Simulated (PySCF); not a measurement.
C2H2Cl (SMILES C=[C]Cl), doublet (typed; the unrestricted solution is spin-contaminated), at a GFN2-xTB geometry. Base run: PySCF with MP2/def2-SVP.

Here is a job for PySCF.
```python
from pyscf import gto, scf, mp

mol = gto.Mole()
mol.atom = '''
    C     0.102105    0.675208    0.004852
    C     1.347315    1.045071    0.011872
    Cl   -0.734862   -0.751237   -0.007677
    H     2.192663    0.358067    0.010416
    H     1.603463    2.091291    0.019749
'''
mol.basis = 'def2-svp'
mol.charge = 0
mol.spin = 1
mol.verbose = 4
mol.build()

mf = scf.UHF(mol)
mf.kernel()

pt = mp.MP2(mf, frozen=7)
pt.kernel()
print('E(MP2) = %.10f' % pt.e_tot)
mf.analyze()
```

Each row names what was changed in the base input (with any setting that the change needs).

| change | basis functions | E (Eh) | MP2 correlation (Eh) | SCF-reference HOMO (eV) | SCF-reference dipole (D) |
|---|---|---|---|---|---|
| base | 56 | -536.46459 | -0.36007 | -10.47 | 1.07 |
| basis = pcseg-0 | 35 | -535.69611 | -0.19519 | -10.83 | 1.66 |
| basis = 3-21G | 35 | -533.85399 | -0.19063 | -10.70 | 1.58 |
| basis = pcseg-1 | 56 | -536.61264 | -0.35987 | -10.59 | 1.24 |
| basis = pc-1 | 56 | -536.63675 | -0.36353 | -10.59 | 1.24 |
| basis = 6-31G** | 56 | … | … | … | … |
| basis = 6-311G** | 74 | -536.71122 | -0.37764 | -10.53 | 1.25 |
| basis = 6-311++G** | 88 | -536.71632 | -0.37944 | -10.55 | 1.17 |
| basis = aug-cc-pVDZ | 91 | -536.70515 | -0.38095 | -10.52 | 1.14 |
| basis = pcseg-2 | 122 | … | … | … | … |
| basis = cc-pVTZ | 122 | … | … | … | 1.09 |
| basis = pc-2 | 122 | -536.80512 | -0.45307 | -10.51 | 1.11 |
| basis = cc-pV(T+d)Z | … | … | … | -10.47 | 1.09 |

**Question.** Fill in the missing entries.

**Answer.** 
- basis = 6-31G**, E (Eh): -536.64611
- basis = 6-31G**, MP2 correlation (Eh): -0.35319
- basis = 6-31G**, SCF-reference HOMO (eV): -10.43
- basis = 6-31G**, SCF-reference dipole (D): 1.23
- basis = pcseg-2, E (Eh): -536.80221
- basis = pcseg-2, MP2 correlation (Eh): -0.45380
- basis = pcseg-2, SCF-reference HOMO (eV): -10.50
- basis = pcseg-2, SCF-reference dipole (D): 1.10
- basis = cc-pVTZ, E (Eh): -536.82435
- basis = cc-pVTZ, MP2 correlation (Eh): -0.46681
- basis = cc-pVTZ, SCF-reference HOMO (eV): -10.48
- basis = cc-pV(T+d)Z, basis functions: 127
- basis = cc-pV(T+d)Z, E (Eh): -536.82662
- basis = cc-pV(T+d)Z, MP2 correlation (Eh): -0.46743

Totals compare only among sets that treat the same electrons; sets with core potentials leave the core out.

Open shells are given as the SCF converged; they aren't shown to be the lowest states, and a large step between rows can be another state.
